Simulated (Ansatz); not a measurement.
Geometry optimisation, Ansatz, RKS PBE0/def2-SVP.

Input file:

```yaml
crystal:
  periodic: [false, false, false]
  atoms:
    - { symbol: B, position_ang: [-1.237162, -1.222485, 0.259641] }
    - { symbol: Si, position_ang: [0.434441, -1.83242, 1.114881] }
    - { symbol: H, position_ang: [-1.385559, -1.254948, -0.938585] }
    - { symbol: H, position_ang: [-2.187646, -0.911898, 0.934434] }
    - { symbol: H, position_ang: [0.570794, 0.847356, 0.637898] }
    - { symbol: O, position_ang: [-0.136433, 1.340959, 0.199154] }
    - { symbol: Si, position_ang: [0.221864, 2.071767, -1.270788] }
    - { symbol: H, position_ang: [1.162874, -0.665539, 1.735403] }
    - { symbol: H, position_ang: [0.168095, -2.774968, 2.24992] }
    - { symbol: H, position_ang: [1.416011, -2.483628, 0.190012] }
    - { symbol: H, position_ang: [-0.37146, 3.437312, -1.264118] }
    - { symbol: H, position_ang: [1.704552, 2.160192, -1.448987] }
    - { symbol: H, position_ang: [-0.360572, 1.288299, -2.399064] }
basis:
  gaussian: { orbitals: def2-SVP }
hamiltonian:
  xc: pbe0
relax:
  f_tol: 0.03
  max_steps: 50
```

Run as:

```bash
$ ansatz run input.yaml --threads 2 --pin off --max-ram 3072MiB --backend cpu --events-out ev --progress --plain --runs-dir out
```

Problem. Where does it end, and by what steps?

Solution. It converged. After 28 steps the energy has fallen by 0.771 eV; H11 moved furthest, 1.62 Å. Joined: B1–O6 (2.79 → 1.64 Å).

```csv
step,energy less start (eV),largest force component (eV/Å),accepted
0,0.0000,0.599,yes
1,-0.1376,0.695,yes
2,-0.2963,0.866,yes
3,-0.5027,1.561,yes
4,-0.5689,1.059,yes
5,-0.6272,0.319,yes
6,-0.6379,0.330,yes
7,-0.6592,0.072,yes
8,-0.6651,0.268,yes
9,-0.6770,0.123,yes
10,-0.6667,0.913,no
11,-0.6789,0.327,yes
12,-0.6911,0.155,yes
13,-0.6966,0.273,yes
14,-0.7065,0.222,yes
15,-0.7219,0.244,yes
16,-0.7298,0.332,yes
17,-0.7424,0.209,yes
18,-0.7522,0.278,yes
19,-0.7587,0.146,yes
20,-0.7613,0.202,yes
21,-0.7661,0.091,yes
22,-0.7628,0.238,no
23,-0.7689,0.049,yes
24,-0.7696,0.080,yes
25,-0.7701,0.073,yes
26,-0.7705,0.067,yes
27,-0.7707,0.044,yes
28,-0.7708,0.014,yes
```

```xyz
13
Properties=species:S:1:pos:R:3
B -0.656 -0.316 0.407
Si 0.368 -1.902 1.135
H -1.208 -0.531 -0.666
H -1.404 0.216 1.213
H 0.830 1.304 0.724
O 0.425 0.843 -0.020
Si -0.028 1.692 -1.458
H 1.278 -1.523 2.278
H -0.550 -2.961 1.674
H 1.266 -2.581 0.137
H -1.414 2.199 -1.314
H 0.948 2.817 -1.532
H 0.145 0.744 -2.579
```

The run took 72 s on 2 threads of Intel(R) Xeon(R) Platinum 8488C (Sapphire Rapids), on a shared host, peak memory 0.26 GiB.
